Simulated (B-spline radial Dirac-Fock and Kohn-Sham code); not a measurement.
## Tc⁴⁺: photoemission with Al Kα (taken as 1486.9 eV) photons

System: the Tc⁴⁺ ion, [Kr] 4d3.

Model: independent-particle photoionisation in a Dirac-Hartree-Slater potential with a Latter tail, all multipoles, thresholds from Dirac-Fock ΔSCF. Program: a radial B-spline solver. The asymmetry parameter β is from the dipole term alone. Kinetic energies are from the vacuum level. Open shells are spread statistically over j, without multiplet splitting.

```tsv
subshell	electrons	binding (eV)	kinetic (eV)	σ (kb)	β
3s	2	611.1	875.8	34.9	1.99
3p1/2	2	513.0	973.9	45.3	1.61
3p3/2	4	493.0	993.9	?	?
3d3/2	4	320.0	1166.9	60.8	1.23
3d5/2	6	316.3	1170.6	88.1	1.21
4s	2	134.0	1352.9	6.93	2.00
4p1/2	2	101.9	1385.0	7.28	1.66
4p3/2	4	98.76	1388.1	14.2	1.69
4d3/2	1.2	55.51	1431.4	1.90	1.26
4d5/2	1.8	55.16	1431.7	2.76	1.23
```

Task: What are σ and β for 3p3/2?

Result: σ = 89.2 kb, the largest of all subshells and 25 % of the total, and β = 1.63.

Values without a named source are computed, but for edge energies of neutral atoms, which are taken from tables.
